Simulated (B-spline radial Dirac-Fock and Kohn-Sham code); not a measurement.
Auger parameter of tungsten: the L3 level and its strongest L3-MM line

Calculated with a radial finite-basis atomic code, using Dirac-Fock ΔSCF + Breit + QED. The modified Auger parameter α′ is the binding energy plus the kinetic energy of the Auger electron; it does not depend on the energy zero. For free ions it tends to fall with charge, since less charge screens the final holes.

| species | configuration | binding 2p3/2 (eV) | Auger line | kinetic (eV) | α′ (eV) |
| --- | --- | --- | --- | --- | --- |
| W⁺ | [Xe] 4f14 5d3 6s2 | 10225.3 | M4M5 J=4 | 6430.7 | 16656.0 |
| W³⁺ | [Xe] 4f14 5d3 | 10245.2 | M4M5 J=4 | 6408.6 | 16653.8 |
| W³⁺ (Watson 1.6 Å) | [Xe] 4f14 5d3 | 10218.6 | M4M5 J=4 | 6435.5 | 16654.1 |
| W³⁺ (Watson 2.2 Å) | [Xe] 4f14 5d3 | 10225.6 | M4M5 J=4 | 6428.3 | 16653.9 |
| W⁴⁺ | [Xe] 4f14 5d2 | 10260.8 | M4M5 J=4 | 6391.8 | 16652.6 |
| W⁴⁺ | [Xe] 4f14 5d1 6s1 | 10265.3 | M4M5 J=4 | 6387.0 | 16652.3 |
| W⁴⁺ | [Xe] 4f14 6s2 | 10270.1 | M4M5 J=4 | 6382.1 | 16652.2 |
| W⁴⁺ | [Xe] 4f14 5d1 6p1 | 10266.7 | M4M5 J=4 | 6385.7 | 16652.4 |
| W⁵⁺ | [Xe] 4f14 5d1 | 10277.6 | M4M5 J=4 | 6374.0 | 16651.6 |
| W⁵⁺ (Watson 2.7 Å) | [Xe] 4f14 5d1 | 10250.9 | M4M5 J=4 | 6400.7 | 16651.6 |
| W⁶⁺ | [Xe] 4f14 | 10295.6 | M4M5 J=4 | 6355.2 | 16650.8 |
| W⁶⁺ (Watson 1.6 Å) | [Xe] 4f14 | 10241.6 | M4M5 J=4 | 6409.2 | 16650.8 |
| W⁷⁺ | [Xe] 4f13 | 10327.5 | M4M5 J=4 | 6318.6 | 16646.2 |
| W⁸⁺ | [Kr] 4d10 4f14 5s2 5p4 | 10340.8 | M4M5 J=4 | 6309.7 | 16650.6 |
